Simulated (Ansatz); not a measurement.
**Reading a saddle point**

A first-order saddle point of SiNH$_{6}$OF, closed shell, PBE0-D4/def2-TZVP, with one imaginary mode of 544i cm⁻¹:

```
10
angstrom
Si -0.5063 -0.0329 -0.0646
F 1.0623 -1.1591 -0.5311
H -1.2662 -0.9873 -0.9032
H -1.4523 1.1225 0.0957
N -0.0814 -0.2804 1.5488
H 1.1852 -0.0714 -1.1565
O 0.6502 0.8966 -1.1425
H 0.5908 -0.9666 1.8425
H -0.4745 0.2709 2.2901
H 0.2921 1.2075 -1.9793
```

Ansatz 0.2.0; basis: def2-TZVPP and def2-QZVPP; cores frozen in the correlated methods. Extrapolation: Hartree–Fock as exp(−7.88 √X), correlation as X^−2.97.

(1) Which contacts change along the imaginary mode, and what lies on either side? (Judge from chemistry; the calculation decides.)

(2) Which side is lower, and how far does the saddle lie above each? (To be estimated.)

T1 diagnostic: at most 0.012.

Results:

(1) The calculation gives: The step is SiNH₄F ([NH2][SiH2][F]) + H₂O → SiNH₅O ([NH2][SiH2][OH]) + HF, with the molecules in contact on both sides. Shortening one way: Si1–O7, F2–H6; lengthening the same way: Si1–F2, H6–O7.
```
  pair  one side (Å)  saddle (Å)  other side (Å)
Si1–O7          3.27        1.83            1.68
 F2–H6          2.13        1.26            0.94
Si1–F2          1.62        1.99            3.49
 H6–O7          0.96        1.11            1.67
```

(2) The calculation gives: The side with Si1–F2, H6–O7 short is lower by 0.272 eV; the saddle lies 1.261 eV above it and 0.989 eV above the other (CCSD(T) at an estimated basis limit (MP2 extrapolated from triple and quadruple zeta, plus CCSD(T) − MP2 in triple zeta); electronic energies).

The step is the kind of ligand exchange by which a precursor binds to a hydroxyl group, or is hydrolysed, in atomic layer deposition of oxides.

Labels in which every atom is bracketed show which atoms are joined, not bond orders.

For scale, one of the runs: CCSD(T)/def2-TZVPP, 219 basis functions, launched by `ansatz run in.yaml --threads 4 --pin off --events-out ev --progress --plain --max-ram 9574MiB`. Hardware: 4 CPU threads of an AMD EPYC, shared host. Wall time 2.3 min; peak host memory 3.5 GiB.
